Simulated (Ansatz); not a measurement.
A run for Ansatz (a quantum-chemistry and plane-wave program): R-CCSD(T)/cc-pVDZ on AsBH4O2 (SMILES OB(O)[AsH2]), a point of a torsion scan. The run froze 17 orbitals, filled d shells among them.

Ansatz 0.2 input:
```yaml
crystal:
  periodic: [false, false, false]
  atoms:
    - {symbol: O, position_ang: [-1.27478541, -1.16420091, 0.40485833]}
    - {symbol: B, position_ang: [-0.45927670, -0.13139568, 0.11685595]}
    - {symbol: O, position_ang: [-0.99283005, 1.11655078, 0.11919369]}
    - {symbol: As, position_ang: [1.46152100, -0.64883099, -0.34848186]}
    - {symbol: H, position_ang: [-2.18532932, -0.93502766, 0.60268243]}
    - {symbol: H, position_ang: [-0.40822741, 1.84493628, -0.08583967]}
    - {symbol: H, position_ang: [2.04686805, 0.64121003, 0.18796436]}
    - {symbol: H, position_ang: [1.68973146, -1.28359046, 0.98730962]}
basis:
  gaussian:
    orbitals: cc-pVDZ
magnetization: {spin_polarized: false}
correlation: {method: ccsd_t, electrons: outside_noble_gas}
scf: {lower_state_search: off}
```

Task: Give the final energy of this run.

Result: -2411.6443 hartree (reference determinant -2411.0259, T1 diagnostic 0.014).
